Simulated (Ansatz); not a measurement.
Basis sets compared for the cluster Ge₃Te₇. Charge 0, multiplicity 1. Geometry PBE-D4/def2-SVP. Ansatz on 4 threads of Intel Xeon on a shared host; times are rough, and most runs start from earlier orbitals.

```xyz
10

Ge   -1.317    1.108    3.977
Ge    0.210   -0.692    0.796
Ge    1.159    0.781   -2.571
Te    1.136    1.591   -0.136
Te   -2.970    1.053    1.980
Te    0.594   -0.542    3.371
Te    1.574   -2.630   -0.285
Te    1.138    2.092   -4.581
Te    0.779   -1.767   -2.795
Te   -2.302   -0.994    0.244
```

In the def2 sets Te takes a core potential; there is no spin–orbit coupling. Another isomer (singlet) lies 0.05 eV lower at PBE-D4/def2-SVP; other spin states weren't run for this one.

Binding counts from free atoms (Ge triplet, Te triplet) in the same basis, without a counterpoise term.

```
           level  functions  energy (Eh)  HOMO (eV)  LUMO (eV)  binding per atom (eV)  wall time
 PBE-D4/def2-SVP        278   -8105.7805      -5.08      -3.74                   2.76       13 s
PBE0-D4/def2-SVP        278   -8106.0383      -6.02      -3.21                   2.59       42 s
```

Task: Estimate the rows for PBE-D4/def2-TZVP (with forces), PBE0-D4/def2-TZVP.

Result: 
| level | functions | energy (Eh) | HOMO (eV) | LUMO (eV) | binding per atom (eV) | wall time |
| --- | --- | --- | --- | --- | --- | --- |
| PBE-D4/def2-TZVP (with forces) | 494 | -8106.6382 | -5.14 | -3.75 | 2.78 | 45 s |
| PBE0-D4/def2-TZVP | 494 | -8106.8929 | -6.04 | -3.18 | 2.63 | 3 min |
